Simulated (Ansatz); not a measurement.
A single S atom.

PBE (unrestricted) on triplet S was run in several spherical basis sets with Ansatz (development build ahead of 0.2.0).

Problem. Rank the basis sets by the total energy that they give, lowest first, with the distance from the lowest.
A. def2-TZVPP
B. cc-pVDZ
C. def2-SVP
D. 6-31G
E. pcseg-2

Solution. E (0.00 eV), A (0.25 eV), B (0.47 eV), D (1.14 eV), C (4.00 eV).

Totals follow the description of the cores as much as that of the bonds, so this order isn't one of quality for chemistry.
